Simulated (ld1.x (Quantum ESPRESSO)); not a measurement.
Tm TM: all-electron and pseudo phase curves

thulium, norm-conserving Troullier–Martins (Kleinman–Bylander form), made with ld1.x (Quantum ESPRESSO) 7.5 (PW91, scalar-relativistic). Core [Kr] 4d10, reference 4f13 5s2 5p6 5d0 6s0 6p0 (charge +2). Waves: 5s (bound): rc 1.75 bohr; 5d (bound, empty): rc 3.10 bohr; 4f (bound): rc 1.25 bohr; 5p (bound): rc 1.30 bohr. Local part: the p channel. Core correction: none.

The phase is arctan(r·u′/u) with u = r·R(r), unwrapped; energies in Ry, scanned from -7 to 5 Ry. A pole is an energy at which the radial function vanishes at the test radius. The pseudo phase is shifted by a multiple of π to meet the all-electron one at the reference energy, and phase errors are pseudo minus all-electron; the curves can meet again beyond the range given. Levels narrower than the energy grid can be missing from the lists of poles. n/a: not evaluated, since a narrow level or a reset projector energy made the automatic matching unsafe.

Problem. For each channel, where are the poles, and over which energies does the pseudopotential scatter like the atom?

Solution.

```csv
channel,radius (bohr),reference energy (Ry),"poles, all-electron","poles, pseudo",unbroken range about the reference energy with phases within 0.05 rad,phase error 1 Ry above the reference energy (rad)
s,3.35,-5.01,0.11,"-0.03, 4.81",n/a,n/a
p,3.35,-3.05,"-3.02, 1.19","-3.02, 1.16",below 3.2,-0.000
d,3.35,-1.00,"-0.63, 3.17","-0.63, 3.35",below 0.7,+0.004
f,3.35,-1.30,"-1.28, 1.72","-1.28, 1.80",below 0.3,+0.004
```

Phases in the f channel:

| E (Ry) | all-electron | pseudo |
| --- | --- | --- |
| -7.00 | 1.455 | 1.455 |
| -6.74 | 1.453 | 1.453 |
| -6.48 | 1.451 | 1.451 |
| -6.22 | 1.448 | 1.448 |
| -5.96 | 1.445 | 1.445 |
| -5.70 | 1.442 | 1.442 |
| -5.44 | 1.439 | 1.439 |
| -5.18 | 1.436 | 1.436 |
| -4.92 | 1.432 | 1.432 |
| -4.66 | 1.428 | 1.428 |
| -4.40 | 1.423 | 1.423 |
| -4.14 | 1.419 | 1.419 |
| -3.88 | 1.413 | 1.413 |
| -3.62 | 1.407 | 1.407 |
| -3.36 | 1.400 | 1.400 |
| -3.10 | 1.393 | 1.393 |
| -2.84 | 1.384 | 1.384 |
| -2.58 | 1.374 | 1.374 |
| -2.32 | 1.361 | 1.362 |
| -2.06 | 1.347 | 1.347 |
| -1.80 | 1.327 | 1.327 |
| -1.54 | 1.297 | 1.298 |
| -1.28 | -1.673 | -1.673 |
| -1.02 | -1.872 | -1.872 |
| -0.76 | -1.930 | -1.929 |
| -0.50 | -2.011 | -2.009 |
| -0.24 | -2.151 | -2.146 |
| 0.02 | -2.450 | -2.433 |
| 0.28 | -3.167 | -3.115 |
| 0.54 | -3.989 | -3.946 |
| 0.80 | -4.358 | -4.333 |
| 1.06 | -4.525 | -4.508 |
| 1.32 | -4.620 | -4.605 |
| 1.58 | -4.684 | -4.670 |
| 1.84 | -4.735 | -4.719 |
| 2.10 | -4.781 | -4.762 |
| 2.36 | -4.828 | -4.804 |
| 2.62 | -4.885 | -4.849 |
| 2.88 | -4.964 | -4.906 |
| 3.14 | -5.102 | -4.990 |
| 3.40 | -5.431 | -5.138 |
| 3.66 | -6.386 | -5.488 |
| 3.92 | -7.233 | -6.425 |
| 4.18 | -7.514 | -7.215 |
| 4.44 | -7.636 | -7.494 |
| 4.70 | -7.704 | -7.618 |
| 4.96 | -7.749 | -7.688 |
